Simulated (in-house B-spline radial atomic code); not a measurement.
**The antimony ion Sb⁷⁺: [Kr] (4d3/2)2 (4d5/2)6 (an excited or competing configuration)**

Level of theory: Dirac-Hartree-Fock, average of the jj configuration, Fermi nucleus of rms radius 4.6802 fm; calculated with a B-spline radial code for spherical atoms.

Screening seen three ways: the hydrogenic charge with the same mean radius, Z_r = [3n² - l(l+1)]/(2<r>), the one with the same energy, Z_e = n√(-2ε), and Slater's rules. Values are occupation-weighted means over j. An effective charge above Z reflects the relativistic contraction of the inner shells.

```json
{"shell": "1s", "electrons": "2", "ε (eV)": "-30776", "<r> (bohr)": "0.02842", "Z_r": "52.79", "Z_e": "47.56", "Slater": "50.70"}
{"shell": "2s", "electrons": "2", "ε (eV)": "-4868.5", "<r> (bohr)": "0.122", "Z_r": "49.17", "Z_e": "37.83", "Slater": "46.85"}
{"shell": "2p", "electrons": "6", "ε (eV)": "-4379.9", "<r> (bohr)": "0.107", "Z_r": "46.74", "Z_e": "35.88", "Slater": "46.85"}
{"shell": "3s", "electrons": "2", "ε (eV)": "-1080.3", "<r> (bohr)": "0.3284", "Z_r": "41.11", "Z_e": "26.73", "Slater": "39.75"}
{"shell": "3p", "electrons": "6", "ε (eV)": "-916.38", "<r> (bohr)": "0.3267", "Z_r": "38.26", "Z_e": "24.62", "Slater": "39.75"}
{"shell": "3d", "electrons": "10", "ε (eV)": "-664.24", "<r> (bohr)": "0.3042", "Z_r": "34.52", "Z_e": "20.96", "Slater": "29.85"}
{"shell": "4s", "electrons": "2", "ε (eV)": "-276.98", "<r> (bohr)": "0.7826", "Z_r": "30.67", "Z_e": "18.05", "Slater": "23.25"}
{"shell": "4p", "electrons": "6", "ε (eV)": "-222.96", "<r> (bohr)": "0.8336", "Z_r": "27.59", "Z_e": "16.19", "Slater": "23.25"}
{"shell": "4d", "electrons": "8", "ε (eV)": "-142.64", "<r> (bohr)": "0.9517", "Z_r": "22.06", "Z_e": "12.95", "Slater": "12.55"}
```

The least bound orbital is 4d5/2 at -142.4 eV, and it is also the most diffuse (<r> = 0.9541 bohr).

For the 1s electron the small component carries 3.52 % of the norm, the zero-frequency Breit interaction raises the level by 72.21 eV, self-energy by 41.04 eV, and vacuum polarisation lowers it by 5.489 eV.
